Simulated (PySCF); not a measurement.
**Vertical excitation energies**

Species: C6H10O.
SMILES with atom numbers: `[CH2:1]=[CH:2][C:3](=[O:4])[CH:5]([CH3:6])[CH3:7]` (hydrogens: H8, H9 on C1; H10 on C2; H11 on C5; H12, H13, H14 on C6; H15, H16, H17 on C7)

Cartesian coordinates in Å at the GFN2-xTB level; atoms count from 1:
```
atom  x, y, z in Å
C1     2.9216    0.5201    0.4527
C2     1.6111    0.6762    0.5894
C3     0.6607   -0.3968    0.2125
O4     1.0199   -1.4391   -0.2842
C5    -0.8019   -0.0685    0.4752
C6    -1.2800    0.8520   -0.6542
C7    -1.6458   -1.3368    0.5364
H8     3.3157   -0.3976    0.0462
H9     3.6312    1.2793    0.7353
H10    1.1886    1.5832    0.9980
H11   -0.8725    0.4713    1.4258
H12   -2.3156    1.1389   -0.4861
H13   -1.2157    0.3334   -1.6082
H14   -0.6740    1.7539   -0.7108
H15   -1.5110   -1.9138   -0.3750
H16   -2.6989   -1.0889    0.6462
H17   -1.3403   -1.9548    1.3775
```

The calculation used TDDFT B3LYP/def2-SVPD, vertical, gas phase, core orbitals frozen in the response in PySCF.

```json
{"state": "S1", "E (eV)": "3.57", "λ (nm)": "347.5", "ν̃ (cm⁻¹)": "28780", "f": "0.0004", "|μ| (D)": "0.18", "main configurations (H = HOMO, L = LUMO)": "H→L (98%)"}
{"state": "S2", "E (eV)": "5.91", "λ (nm)": "209.9", "ν̃ (cm⁻¹)": "47630", "f": "0.273", "|μ| (D)": "3.49", "main configurations (H = HOMO, L = LUMO)": "H-1→L (95%)"}
{"state": "S3", "E (eV)": "6.54", "λ (nm)": "189.6", "ν̃ (cm⁻¹)": "52750", "f": "0.0014", "|μ| (D)": "0.24", "main configurations (H = HOMO, L = LUMO)": "H→L+1 (92%)"}
{"state": "S4", "E (eV)": "6.58", "λ (nm)": "188.6", "ν̃ (cm⁻¹)": "53030", "f": "0.0037", "|μ| (D)": "0.38", "main configurations (H = HOMO, L = LUMO)": "H-3→L (92%)"}
{"state": "S5", "E (eV)": "6.70", "λ (nm)": "185.0", "ν̃ (cm⁻¹)": "54040", "f": "0.033", "|μ| (D)": "1.13", "main configurations (H = HOMO, L = LUMO)": "H-2→L (96%)"}
{"state": "S6", "E (eV)": "6.78", "λ (nm)": "183.0", "ν̃ (cm⁻¹)": "54660", "f": "0.0005", "|μ| (D)": "0.14", "main configurations (H = HOMO, L = LUMO)": "H→L+2 (44%), H→L+3 (18%), H→L+5 (12%)"}
{"state": "S7", "E (eV)": "7.08", "λ (nm)": "175.2", "ν̃ (cm⁻¹)": "57090", "f": "0.0070", "|μ| (D)": "0.51", "main configurations (H = HOMO, L = LUMO)": "H-4→L (86%)"}
{"state": "S8", "E (eV)": "7.21", "λ (nm)": "171.9", "ν̃ (cm⁻¹)": "58160", "f": "0.0013", "|μ| (D)": "0.21", "main configurations (H = HOMO, L = LUMO)": "H-6→L (69%), H-5→L (23%)"}
```

Triplets (Tamm–Dancoff): T1 3.14 eV, H→L (96%); T2 3.64 eV, H-1→L (96%); T3 5.79 eV, H-2→L (42%), H-5→L (24%).

The lowest singlet comes at 348 nm (344 kJ/mol) in the ultraviolet; it is dark (f under 0.0005); its leading configuration is HOMO→LUMO (98%). The strongest level in the table is S2 at 5.91 eV (210 nm, f = 0.273). Löwdin shares by element: HOMO oxygen 58%, carbon 32% or more; LUMO carbon 65% or more, oxygen 19% (atoms not listed hold the other 16%). Orbital energies (eV): HOMO-3 -9.52, HOMO-2 -9.46, HOMO-1 -7.99, HOMO -7.03, LUMO -1.95, LUMO+1 0.36, LUMO+2 1.00. The oscillator strengths of these states sum to 0.320; summed over the whole spectrum of an exact calculation they would give the number of electrons, 54 (Thomas–Reiche–Kuhn). Weighted by f, the mean energy of these states is 6.03 eV. No computed singlet lies in the visible range (380 to 750 nm); the lowest, at 348 nm, stands 0.31 eV above its violet end (3.26 eV); a Tamm–Dancoff triplet lies at 395 nm, without intensity as long as spin–orbit coupling is left out. Singlets were solved by full linear response, triplets in the Tamm–Dancoff approximation.

One conformer stands for the species.
